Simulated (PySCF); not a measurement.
```xyz
3
charge 0 multiplicity 3, angstrom
C     0.0000    0.0000   -0.7138
Br    1.6531    0.0000    0.0543
Br   -1.6531    0.0000    0.0543
```

All numbers come from UPBE0 in PySCF with C def2-SVP, Br def2-SVP; no relativity; density-fitted integrals.

This geometry of CBr2 is a stationary point at this level.

Task: What is the point group?

Result: C2v.

Task: Is it a minimum?

Result: Yes: all harmonic wavenumbers are real.

Task: List the harmonic modes with their infrared intensities.

Result: 
| symmetry | ω (cm⁻¹) | IR (km/mol) |
| --- | --- | --- |
| a1 | 190 | 0.1 |
| a1 | 545 | 0.4 |
| b2 | 911 | 158 |

Task: What are the dipole moment and the gap between the highest occupied and lowest empty levels of either spin?

Result: 0.64 D and 3.15 eV.

In C2v the vibrations span 2a1 + b2. Here b1 is antisymmetric to the molecular plane and b2 lies in it.

Other isomers or separated fragments may lie lower. At this level a broken-symmetry Ms = 0 minimum of C2v symmetry lies 32 kJ/mol below this structure.
